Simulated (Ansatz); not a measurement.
Ansatz results at the PBE0-D4/def2-TZVP geometry: size of the dipole moment (ωB97M-V/def2-TZVPP) 1.52 D; HOMO energy (PBE0/def2-TZVPP) -8.27 eV; LUMO energy (PBE/def2-TZVPP) -3.30 eV.

Each molecule was computed in one conformer, which needn't be the lowest.

Question: Which molecule gave them?
A. `CC(C)[O][SnH2][F]`
B. `C=[CH][SnH2][Cl]`
C. `C#[C][Sn]([Cl])([Cl])[Cl]`
D. `C[O][Sn]([SH])([Cl])[Cl]`

Answer: D. The others give `C#[C][Sn]([Cl])([Cl])[Cl]`: 2.54, -9.19, -3.25; `C=[CH][SnH2][Cl]`: 2.96, -8.29, -1.97; `CC(C)[O][SnH2][F]`: 2.34, -7.95, -1.46.
